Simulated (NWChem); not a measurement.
System: C4H4F2; SMILES C(=C=CC)(F)F

Parts of the log:

```
             Northwest Computational Chemistry Package (NWChem) 7.3.0
             --------------------------------------------------------

 CS  symmetry detected

                             Geometry "geometry" -> ""
                             -------------------------

 Output coordinates in angstroms (scale by  1.889725989 to convert to a.u.)

  No.       Tag          Charge          X              Y              Z
 ---- ---------------- ---------- -------------- -------------- --------------
    1 C                    6.0000     0.47300779     2.65191114     0.00000000
    2 C                    6.0000    -0.54703367     1.55756124     0.00000000
    3 C                    6.0000    -0.29481508     0.27019448     0.00000000
    4 C                    6.0000    -0.04037544    -1.00943115     0.00000000
    5 F                    9.0000     0.10427693    -1.75277562     1.07851900
    6 F                    9.0000     0.10427693    -1.75277562    -1.07851900
    7 H                    1.0000     0.34077204     3.29701944     0.88406300
    8 H                    1.0000     1.49728924     2.25670362     0.00000000
    9 H                    1.0000     0.34077204     3.29701944    -0.88406300
   10 H                    1.0000    -1.60051970     1.87780431     0.00000000

 Effective nuclear repulsion energy (a.u.)     213.3626548632

      Symmetry information
      --------------------

 Group name             Cs
 Group number              2
 Group order               2
 No. of unique centers     8

  pbe96 is a nonlocal functional; adding pw91lda local functional.

                                 NWChem DFT Module
                                 -----------------

 Summary of "ao basis" -> "ao basis" (spherical)
 ------------------------------------------------------------------------------
       Tag                 Description            Shells   Functions and Types
 ---------------- ------------------------------  ------  ---------------------
 C                          def2-svp                 6       14   3s2p1d
 F                          def2-svp                 6       14   3s2p1d
 H                          def2-svp                 3        5   2s1p

      Symmetry analysis of basis
      --------------------------

        a'         67
        a"         37

            General Information
            -------------------
          SCF calculation type: DFT
          Wavefunction type:  closed shell.
          No. of atoms     :    10
          No. of electrons :    46
           Alpha electrons :    23
            Beta electrons :    23
          Charge           :     0
          Spin multiplicity:     1
          Use of symmetry is: on ; symmetry adaption is: on
          Maximum number of iterations: 150
          AO basis - number of functions:   104
                     number of shells:    48
          Convergence on energy requested:  1.00D-06
          Convergence on density requested:  1.00D-05
          Convergence on gradient requested:  5.00D-04

              XC Information
              --------------
          PerdewBurkeErnzerhof Exchange Functional  1.000
            Perdew 1991 LDA Correlation Functional  1.000 local
           PerdewBurkeErnz. Correlation Functional  1.000 non-local

             Grid Information
             ----------------
          Grid used for XC integration:  coarse
          Radial quadrature: Mura-Knowles
          Angular quadrature: Lebedev.
          Tag              B.-S. Rad. Rad. Pts. Rad. Cut. Ang. Pts.
          ---              ---------- --------- --------- ---------
          C                   0.70       35          11.0       302
          F                   0.50       35          13.0       302
          H                   0.35       35          11.0       302
          Grid pruning is: on
          Number of quadrature shells:   280
          Spatial weights used:  Erf1

      Superposition of Atomic Density Guess
      -------------------------------------

 Sum of atomic energies:        -351.08138089

      Non-variational initial energy
      ------------------------------

 Total energy =    -354.040192
 1-e energy   =    -905.365422
 2-e energy   =     337.962575
 HOMO         =      -0.245701
 LUMO         =      -0.010055

      Symmetry analysis of molecular orbitals - initial
      -------------------------------------------------

  Numbering of irreducible representations:

     1 a'          2 a"

  Orbital symmetries:

     1 a'          2 a"          3 a'          4 a'          5 a'
     6 a'          7 a'          8 a"          9 a'         10 a'
    11 a'         12 a'         13 a"         14 a'         15 a'
    16 a"         17 a'         18 a"         19 a"         20 a'
    21 a'         22 a"         23 a'         24 a"         25 a'
    26 a'         27 a'         28 a'         29 a"         30 a'
    31 a'         32 a'         33 a"

[...]

                         DFT ENERGY GRADIENTS

    atom               coordinates                        gradient
                 x          y          z           x          y          z
   1 C       0.893855   5.011385   0.000000    0.000815   0.000845   0.000000
   2 C      -1.033744   2.943364   0.000000   -0.000014  -0.006142   0.000000
   3 C      -0.557120   0.510594   0.000000    0.000879  -0.002538   0.000000
   4 C      -0.076299  -1.907548   0.000000    0.000158  -0.001772   0.000000
   5 F       0.197055  -3.312266   2.038105   -0.001702   0.008923  -0.013976
   6 F       0.197055  -3.312266  -2.038105   -0.001702   0.008923   0.013976
   7 H       0.643966   6.230463   1.670637    0.000483  -0.003676  -0.004152
   8 H       2.829466   4.264551   0.000000   -0.005098   0.001686   0.000000
   9 H       0.643966   6.230463  -1.670637    0.000483  -0.003676   0.004152
  10 H      -3.024544   3.548536   0.000000    0.005698  -0.002574   0.000000
```

Level: PBE/def2-SVP. All runs use the structure optimised with PBE0/def2-SVP.

Task: Which NWChem input produces such a log?

Result: This is not unique; one that fits is the input that was run:
```
start job
memory heap 200 mb stack 900 mb global 1100 mb
geometry units angstroms noautoz
  C      0.492452    -2.635356     0.000000
  C     -0.537309    -1.550147     0.000000
  C     -0.296582    -0.260582     0.000000
  C     -0.053565     1.021262     0.000000
  F      0.084452     1.765867     1.078519
  F      0.084452     1.765867    -1.078519
  H      0.365975    -3.281618     0.884063
  H      1.513168    -2.231029     0.000000
  H      0.365975    -3.281618    -0.884063
  H     -1.587897    -1.879773     0.000000
end
basis spherical
  * library def2-svp
end
dft
  xc xpbe96 cpbe96
  grid coarse
  iterations 150
  mulliken
end
task dft gradient
```
